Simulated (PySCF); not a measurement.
PySCF input for Si(F)(Br)(OH)2 (BrFH2O2Si), SMILES O[Si](O)(F)Br, TDDFT-CAM-B3LYP/def2-SVPD. The structure is a stationary point at r2SCAN-D4/def2-SVP. A frequency run showed that this geometry is not a minimum. The structure was generated by enumeration, and PubChem lists no compound with its InChIKey, so it may never have been made. One conformer was computed; it need not be the lowest.

```python
import numpy as np
from pyscf import gto, scf, dft, tdscf

mol = gto.M(
    atom='''
    O    -0.17382334    2.03636190    0.22346456
    Si   -0.56198529    0.45803356    0.36851303
    O    -2.06455839    0.23802856   -0.24987782
    F    -0.54546756   -0.00210517    1.91499874
    Br    0.97298016   -0.75987906   -0.63160381
    H    -0.91408303    2.64972092    0.13633982
    H    -2.45616698   -0.64260058   -0.21307160
    ''',
    basis='def2-SVPD',
    charge=0,
    spin=0,
    max_memory=1600,
    verbose=4,
)
mf = dft.RKS(mol, xc='cam-b3lyp').density_fit(auxbasis='def2-universal-jkfit')
mf.grids.level = 3
mf.conv_tol = 1e-9
mf.max_cycle = 100
mf.kernel()
mf.grids = dft.Grids(mol).set(level=1).build(with_non0tab=True)  # coarser grid for the response kernel
td = tdscf.TDDFT(mf)
td.singlet = True
td.nstates = 10
td.conv_tol = 1e-4
td.positive_eig_threshold = 1e-6
td.kernel(x0=td.get_init_guess(mf, 15))
td.analyze()
tt = tdscf.TDA(mf)
tt.singlet = False
tt.nstates = 4
tt.conv_tol = 1e-4
tt.positive_eig_threshold = 1e-6
tt.kernel(x0=tt.get_init_guess(mf, 9))
tt.analyze(verbose=3)
```

Program output:

```
PySCF version 2.14.0

[INPUT] verbose = 4
[INPUT] num. atoms = 7
[INPUT] num. electrons = 76
[INPUT] charge = 0
[INPUT] spin (= nelec alpha-beta = 2S) = 0
[INPUT] symmetry False subgroup None
[INPUT] Mole.unit = angstrom
[INPUT] Symbol           X                Y                Z      unit          X                Y                Z       unit  Magmom
[INPUT]  1 O     -0.173823340000   2.036361900000   0.223464560000 AA   -0.328478506657   3.848166281499   0.422286816946 Bohr   0.0
[INPUT]  2 Si    -0.561985290000   0.458033560000   0.368513030000 AA   -1.061998284134   0.865557984260   0.696388700034 Bohr   0.0
[INPUT]  3 O     -2.064558390000   0.238028560000  -0.249877820000 AA   -3.901449925273   0.449808788225  -0.472200644403 Bohr   0.0
[INPUT]  4 F     -0.545467560000  -0.002105170000   1.914998740000 AA   -1.030784298235  -0.003978194746   3.618823147487 Bohr   0.0
[INPUT]  5 Br     0.972980160000  -0.759879060000  -0.631603810000 AA    1.838666027035  -1.435963311192  -1.193558220132 Bohr   0.0
[INPUT]  6 H     -0.914083030000   2.649720920000   0.136339820000 AA   -1.727366581813   5.007246845331   0.257644919672 Bohr   0.0
[INPUT]  7 H     -2.456166980000  -0.642600580000  -0.213071600000 AA   -4.641482908400  -1.214339103687  -0.402646968923 Bohr   0.0

nuclear repulsion = 452.074442747266
number of shells = 60
number of NR pGTOs = 244
number of NR cGTOs = 150
basis = def2-SVPD
ecp = {}


[settings echo left out]
init E= -3114.21730103699
  HOMO = -0.381578409271783  LUMO = -0.0443536356531986  gap/eV = 9.17635
cycle= 1 E= -3114.67317500799  delta_E= -0.456  |g|= 0.975  |ddm|= 3.36
  HOMO = -0.314319101126718  LUMO = 0.00837935746102136  gap/eV = 8.78107
cycle= 2 E= -3114.59292375071  delta_E= 0.0803  |g|= 1.21  |ddm|= 2.29
  HOMO = -0.370285861833398  LUMO = 0.00137771186844837  gap/eV = 10.11348
cycle= 3 E= -3114.84927770708  delta_E= -0.256  |g|= 0.0553  |ddm|= 1.11
  HOMO = -0.37786222995009  LUMO = 0.00621482286883523  gap/eV = 10.45127
cycle= 4 E= -3114.84988216013  delta_E= -0.000604  |g|= 0.0214  |ddm|= 0.102
  HOMO = -0.376236025258834  LUMO = 0.00563730096503567  gap/eV = 10.39130
cycle= 5 E= -3114.84998329913  delta_E= -0.000101  |g|= 0.00814  |ddm|= 0.0366
  HOMO = -0.376134875796716  LUMO = 0.00575147783412788  gap/eV = 10.39166
cycle= 6 E= -3114.84999346763  delta_E= -1.02e-05  |g|= 0.00246  |ddm|= 0.00895
  HOMO = -0.376205472742418  LUMO = 0.00577219785682415  gap/eV = 10.39414
cycle= 7 E= -3114.84999459183  delta_E= -1.12e-06  |g|= 0.000611  |ddm|= 0.00282
  HOMO = -0.376191621238052  LUMO = 0.00575800525270909  gap/eV = 10.39338
cycle= 8 E= -3114.84999466417  delta_E= -7.23e-08  |g|= 0.000113  |ddm|= 0.000875
  HOMO = -0.376201980576031  LUMO = 0.00575410162834178  gap/eV = 10.39355
cycle= 9 E= -3114.84999466709  delta_E= -2.92e-09  |g|= 3.02e-05  |ddm|= 0.000183
  HOMO = -0.376198048190571  LUMO = 0.00575530300490579  gap/eV = 10.39348
cycle= 10 E= -3114.84999466733  delta_E= -2.34e-10  |g|= 1.75e-05  |ddm|= 5.71e-05
  HOMO = -0.376199521590808  LUMO = 0.00575508077864662  gap/eV = 10.39351
Extra cycle  E= -3114.8499946673  delta_E= 2.91e-11  |g|= 2.32e-05  |ddm|= 3.11e-05
converged SCF energy = -3114.8499946673
tot grids = 34352
Overwritten attributes  positive_eig_threshold  of <class 'pyscf.tdscf.rks.TDDFT'>


******** <class 'pyscf.tdscf.rks.TDDFT'> for <class 'pyscf.df.df_jk.DFRKS'> ********
nstates = 10 singlet
deg_eia_thresh = 1.000e-03
wfnsym = None
conv_tol = 0.0001
eigh lindep = 1e-12
eigh level_shift = 0
eigh max_cycle = 100


Excitation energies (eV)
[7.2986711  7.35369518 8.29086807 8.442009   8.55402307 8.7882775
 8.92400338 8.96461537 9.11188802 9.17499627]

** Singlet excitation energies and oscillator strengths **
Excited State   1:      7.29867 eV    169.87 nm  f=0.0265
      38 -> 39        0.62045
      38 -> 41        0.24184
      38 -> 44       -0.11254
      38 -> 46       -0.12787
Excited State   2:      7.35370 eV    168.60 nm  f=0.0420
      37 -> 39       -0.62196
      37 -> 41       -0.23387
      37 -> 44        0.11640
      37 -> 46        0.12899
Excited State   3:      8.29087 eV    149.54 nm  f=0.0068
      35 -> 39       -0.30059
      35 -> 40       -0.10052
      36 -> 39        0.17603
      37 -> 40        0.18130
      37 -> 41       -0.18778
      38 -> 39        0.14575
      38 -> 40        0.39347
      38 -> 41       -0.14018
      38 -> 43        0.14175
      38 -> 44        0.11574
Excited State   4:      8.44201 eV    146.87 nm  f=0.0046
      35 -> 39       -0.14470
      36 -> 39        0.26677
      36 -> 40       -0.11139
      37 -> 39        0.15089
      37 -> 40        0.18816
      37 -> 41       -0.22649
      37 -> 43        0.10576
      37 -> 44        0.13018
      38 -> 39       -0.19173
      38 -> 40       -0.26308
      38 -> 41        0.23327
      38 -> 43       -0.15886
      38 -> 44       -0.18634
Excited State   5:      8.55402 eV    144.94 nm  f=0.0335
      35 -> 39        0.13731
      36 -> 39       -0.37301
      36 -> 40        0.10060
      36 -> 41        0.10924
      37 -> 39        0.17325
      37 -> 40        0.38766
      37 -> 43        0.16854
      37 -> 44        0.14828
      38 -> 40       -0.11407
      38 -> 41       -0.12631
Excited State   6:      8.78828 eV    141.08 nm  f=0.0835
      34 -> 39        0.14176
      35 -> 39        0.43857
      35 -> 40        0.14035
      36 -> 39        0.11272
      37 -> 40        0.11968
      38 -> 40        0.27970
      38 -> 41        0.25886
      38 -> 47        0.15919
Excited State   7:      8.92400 eV    138.93 nm  f=0.0857
      35 -> 39       -0.20719
      35 -> 40       -0.13931
      36 -> 39       -0.28625
      38 -> 39       -0.16575
      38 -> 40        0.21717
      38 -> 41        0.26595
      38 -> 44       -0.31943
      38 -> 47        0.15607
Excited State   8:      8.96462 eV    138.30 nm  f=0.0027
      34 -> 39        0.15995
      35 -> 40        0.11814
      36 -> 39       -0.20977
      37 -> 39        0.13440
      37 -> 40       -0.35580
      37 -> 41       -0.34668
      37 -> 44        0.23516
      37 -> 47       -0.15868
Excited State   9:      9.11189 eV    136.07 nm  f=0.0677
      34 -> 39        0.10779
      35 -> 39       -0.11688
      36 -> 39       -0.14534
      37 -> 41       -0.17417
      37 -> 43       -0.10946
      37 -> 44       -0.21096
      38 -> 41        0.36764
      38 -> 43        0.21646
      38 -> 44        0.36271
      38 -> 49       -0.12105
Excited State  10:      9.17500 eV    135.13 nm  f=0.0342
      35 -> 39       -0.11319
      37 -> 40       -0.11595
      37 -> 41        0.33096
      37 -> 43        0.24931
      37 -> 44        0.38471
      38 -> 41        0.18588
      38 -> 43        0.12998
      38 -> 44        0.18764

** Transition electric dipole moments (AU) **
state          X           Y           Z        Dip. S.      Osc.
  1         0.2066     -0.1720      0.2758      0.1483      0.0265
  2        -0.3617     -0.3191     -0.0118      0.2328      0.0420
  3         0.1629     -0.0769     -0.0292      0.0333      0.0068
  4        -0.0153      0.1394      0.0491      0.0221      0.0046
  5         0.3155      0.0373     -0.2431      0.1601      0.0335
  6        -0.1214      0.3049      0.5292      0.3878      0.0835
  7         0.2452     -0.1996     -0.5405      0.3921      0.0857
  8        -0.0058     -0.0594      0.0944      0.0125      0.0027
  9         0.1751     -0.4322      0.2929      0.3033      0.0677
 10         0.2816      0.2487      0.1043      0.1520      0.0342

** Transition velocity dipole moments (imaginary part, AU) **
state          X           Y           Z        Dip. S.      Osc.
  1         0.0560     -0.0469      0.0760      0.0111      0.0276
  2        -0.0995     -0.0881     -0.0031      0.0177      0.0436
  3         0.0484     -0.0248     -0.0124      0.0031      0.0068
  4        -0.0049      0.0407      0.0169      0.0020      0.0042
  5         0.0975      0.0098     -0.0779      0.0157      0.0332
  6        -0.0395      0.0980      0.1724      0.0409      0.0844
  7         0.0814     -0.0660     -0.1749      0.0416      0.0845
  8        -0.0028     -0.0223      0.0323      0.0016      0.0031
  9         0.0592     -0.1443      0.0967      0.0337      0.0671
 10         0.0931      0.0832      0.0345      0.0168      0.0332

** Transition magnetic dipole moments (imaginary part, AU) **
state          X           Y           Z
  1         0.1769      0.2315     -0.0420
  2         0.1448     -0.1360      0.3399
  3        -0.0854      0.5682     -0.3141
  4        -0.6938     -0.1111     -0.2768
  5         0.2421      0.1003     -0.5859
  6        -0.0610     -0.3263     -0.0434
  7         0.0135     -0.2619     -0.0912
  8         0.0524     -0.1484     -0.2958
  9         0.3405      0.1844      0.0574
 10         0.0077      0.5253     -0.3104
Overwritten attributes  positive_eig_threshold  of <class 'pyscf.tdscf.rks.TDA'>


******** <class 'pyscf.tdscf.rks.TDA'> for <class 'pyscf.df.df_jk.DFRKS'> ********
nstates = 4 triplet
deg_eia_thresh = 1.000e-03
wfnsym = None
conv_tol = 0.0001
eigh lindep = 1e-12
eigh level_shift = 0
eigh max_cycle = 100


Excitation energies (eV)
[6.87589267 6.92845766 7.90950353 8.03961181]

** Triplet excitation energies and oscillator strengths **
Excited State   1:      6.87589 eV    180.32 nm  f=0.0000
Excited State   2:      6.92846 eV    178.95 nm  f=0.0000
Excited State   3:      7.90950 eV    156.75 nm  f=0.0000
Excited State   4:      8.03961 eV    154.22 nm  f=0.0000
```

The calculation finished and met its thresholds.
